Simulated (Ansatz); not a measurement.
Born–Oppenheimer molecular dynamics of C₂H₁₀N₂OSi (16 atoms, charge 0, multiplicity 1). It starts from a relaxed structure.

Theory: RKS r2SCAN/STO-3G (Ansatz 0.2.0).

```yaml
ensemble: NVT, Langevin thermostat
time_step: 2 fs
steps_asked: 40
set_temperature: 100 K
friction: 0.005 /fs
seed: 648419
```

First frame:

```xyz
16
Properties=species:S:1:pos:R:3
C -0.598 -2.022 -0.860
N 0.751 -1.336 -0.758
C 0.616 -0.164 0.219
O 1.949 0.420 0.377
N -0.334 0.894 -0.241
Si -0.741 2.090 1.025
H -0.797 -2.543 0.091
H -0.553 -2.766 -1.671
H -1.427 -1.313 -1.055
H 0.865 -0.855 -1.701
H 0.209 -0.600 1.170
H 2.516 -0.434 0.388
H 0.167 1.383 -1.030
H 0.392 2.836 1.544
H -1.363 1.363 2.108
H -1.675 3.026 0.439
```

**Question.** How far do the bonds stretch over the last three quarters of this one trajectory? (Pairs bonded in most of those frames.)

**Answer.** 
```tsv
bond	mean (Å)	spread (Å)	shortest	longest
C1–N2	1.522	0.014	1.50	1.54
C1–H7	1.104	0.009	1.09	1.12
C1–H8	1.102	0.022	1.07	1.14
C1–H9	1.108	0.014	1.09	1.13
N2–C3	1.535	0.025	1.49	1.56
N2–H10	1.066	0.011	1.05	1.08
C3–O4	1.468	0.034	1.42	1.52
C3–N5	1.496	0.016	1.48	1.52
C3–H11	1.125	0.020	1.09	1.15
O4–H12	1.026	0.006	1.02	1.03
N5–Si6	1.787	0.008	1.78	1.81
N5–H13	1.058	0.018	1.03	1.08
Si6–H14	1.453	0.010	1.44	1.46
Si6–H15	1.446	0.015	1.42	1.47
Si6–H16	1.447	0.009	1.43	1.46
```

Mean temperature of the second half: 57 K. The mean temperature of the second half is 43 % below the set value. A step of 2 fs is long for free X–H stretches (periods near 10 fs) and can bias their spread and the temperature. A run of 0.08 ps of so small a system gives no equilibrium averages. Limits of this set-up: minimal basis.

Time of the run: 2.4 min on 1 thread of Arm Neoverse V2, with other jobs on the host, peak memory 0.099 GiB.
